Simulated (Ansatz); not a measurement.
`C#[C][In]([F])[Cl]` + `[NH2][SnH2][OH]` → `C#C[O][SnH2][NH2]` + `[F][InH][Cl]`  (substitution at a C–In bond)

Calculated with Ansatz (gas phase, PBE0-D4/def2-TZVP geometries, no zero-point term in ΔE). CCSD(T)/CBS is the MP2 limit (def2-TZVPP, def2-QZVPP) plus CCSD(T) − MP2 in def2-TZVPP, frozen cores. Functionals use def2-TZVPP. B3LYP here is the variant with VWN-RPA as its local correlation; programs differ in this. Elements past krypton have def2 core potentials. For In, Sn outer-core shells are correlated without core-valence functions, which leaves a few kJ/mol of doubt a bond. Each species was taken in one conformer, which may not be the lowest.

| level | ΔE (kJ/mol) |
| --- | --- |
| PBE-D4 | 41.1 |
| B3LYP-D4 | 49.0 |
| ωB97X-V | 57.4 |
| B2PLYP | 64.1 |
| PBE0 | 49.3 |
| B3LYP | 51.7 |
| MP2/def2-TZVPP | 81.2 |
| CCSD(T)/def2-TZVPP | 76.7 |

(1) What does CCSD(T)/CBS give? (Best estimate.)

Largest T1 diagnostic among the species: 0.015.

Answers

(1) The calculation gave: +78.1 kJ/mol. The listed levels differ from it by -37.0, -29.1, -20.7, -14.0, -28.8, -26.4, 3.1, -1.4 kJ/mol.

In def2-TZVPP, CCSD(T) changes the Hartree–Fock value by +8.9 kJ/mol (the triples alone add −0.1 kJ/mol) and MP2 by +13.5 kJ/mol. From PBE to PBE0 (25 % exact exchange), in def2-TZVPP and without D4, ΔE moves by +6.4 kJ/mol.
